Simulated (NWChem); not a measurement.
SnAsH₅; SMILES [AsH2][SnH3]

def2 effective core potentials on Sn; no spin-orbit coupling.

**Question.** Give the equilibrium geometry at PBE0/def2-SVP with def2 effective core potentials on Sn (NWChem) as an XYZ file, with the point group.

**Answer.** point group Cs; any orientation.
```
7

Sn    -0.0178    -1.0756     0.0008
As    -0.0428     1.5413     0.0061
H     -0.6983    -1.6209    -1.4748
H     -0.9864    -1.6290     1.3019
H      1.5646    -1.7154     0.1631
H      1.1299     1.5977    -0.9699
H      0.8939     1.5906     1.2108
```
